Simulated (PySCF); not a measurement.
## Electron correlation in Zn¹⁵⁺ (zinc, charge +15)

[Ne] 3s2 3p3, high-spin 4S determinant. All numbers are calculated (PySCF 2.14, no relativity, point nucleus, in an uncontracted even-tempered set (17 s from 1.2 bohr⁻², ratio 2.5; 11 p from 1.6 bohr⁻², ratio 2.5; 5 d from 7.8 bohr⁻², ratio 2.7; 4 f from 12 bohr⁻², ratio 2.7)). Frozen: 1s2; 13 electrons correlated; the 18 highest virtual orbitals of each spin left out.

| level | correlation energy (mhartree) |
| --- | --- |
| CCSD | -483.13 |
| (T) | -2.22 |
| CCSD(T) | -485.35 |

Diagnostics: T1 = 0.0010, D1 = 0.0033, largest double amplitude 0.037.

Cost of the coupled-cluster step: of the order of 50 core-seconds, for 13 correlated electrons.

Iterations:

```
CC2 = 0
CCSD nocc = (np.int64(8), np.int64(5)), nmo = (84, 84)
frozen orbitals [[0, 85, 86, 87, 88, 89, 90, 91, 92, 93, 94, 95, 96, 97, 98, 99, 100, 101, 102], [0, 85, 86, 87, 88, 89, 90, 91, 92, 93, 94, 95, 96, 97, 98, 99, 100, 101, 102]]
max_cycle = 100
direct = 0
conv_tol = 1e-08
conv_tol_normt = 1e-06
diis_space = 8
diis_start_cycle = 0
Init t2, MP2 energy = -0.466831427947177
Init E_corr(UCCSD) = -0.466831427949994
cycle = 1  E_corr(UCCSD) = -0.479116752305604  dE = -0.0122853244  norm(t1,t2) = 0.0173296
cycle = 2  E_corr(UCCSD) = -0.482155378508434  dE = -0.0030386262  norm(t1,t2) = 0.00464045
cycle = 3  E_corr(UCCSD) = -0.48314013264921  dE = -0.000984754141  norm(t1,t2) = 0.00132055
cycle = 4  E_corr(UCCSD) = -0.48313147383031  dE = 8.6588189e-06  norm(t1,t2) = 6.76881e-05
cycle = 5  E_corr(UCCSD) = -0.483131024499857  dE = 4.49330453e-07  norm(t1,t2) = 1.77087e-06
cycle = 6  E_corr(UCCSD) = -0.483131123077508  dE = -9.85776516e-08  norm(t1,t2) = 1.41138e-07
cycle = 7  E_corr(UCCSD) = -0.483131122138644  dE = 9.38864098e-10  norm(t1,t2) = 1.06906e-08
UCCSD converged
E(UCCSD) = -1668.208282749485  E_corr = -0.4831311221386442
UCCSD(T) correction = -0.0022197701015878
```
